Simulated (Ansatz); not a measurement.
The same path of AlBrClF₂H (6 atoms, charge 0, multiplicity 1) was run 3 times with different band settings. Lost on the way: H5–Cl6. Made: Br2–H5.

Theory: Ansatz 0.2.0, RKS B3LYP/def2-SVP.

Relaxed end points:

```xyz
6
Properties=species:S:1:pos:R:3
Al -0.395 -0.485 -0.505
Br 1.586 -1.477 -0.035
F -0.567 0.284 -1.964
F -1.759 -1.050 0.251
H 1.150 1.136 1.303
Cl -0.014 1.592 0.949
```

```xyz
6
Properties=species:S:1:pos:R:3
Al -0.759 0.039 -0.385
Br 1.674 -0.965 0.321
F -0.499 0.129 -2.020
F -1.692 -1.204 0.194
H 1.878 0.202 1.131
Cl -0.602 1.799 0.759
```

Common settings: movable images 7; climbing image yes; optimiser quadratic models (default); start path through a guess of the saddle point; force threshold 0.05 eV/Å; end points relaxed.

| run | spring | iteration limit |
| --- | --- | --- |
| 1 | 5.0 eV/Å² | 60 |
| 2 | 5.0 eV/Å² | 10 |
| 3 | 0.1 eV/Å² | 60 |

Problem. What does each run give, and how far can it be trusted?

Solution. Run 1: converged after 9 iterations, highest image 0.261 eV above the first end. A vibrational analysis at the climbing image gives one clearly imaginary mode, 509i cm⁻¹: a first-order saddle point.
Run 2: converged after 9 iterations, highest image 0.261 eV above the first end. Another band between the same ends (7 images) ends at a top of the same energy, where a vibrational analysis finds 1 clearly imaginary mode.
Run 3: converged after 9 iterations, highest image 0.261 eV above the first end. Another band between the same ends (7 images) ends at a top of the same energy, where a vibrational analysis finds 1 clearly imaginary mode.
The orbitals stay closed-shell, which can raise the energy where a bond breaks towards radicals; this wasn't checked here.
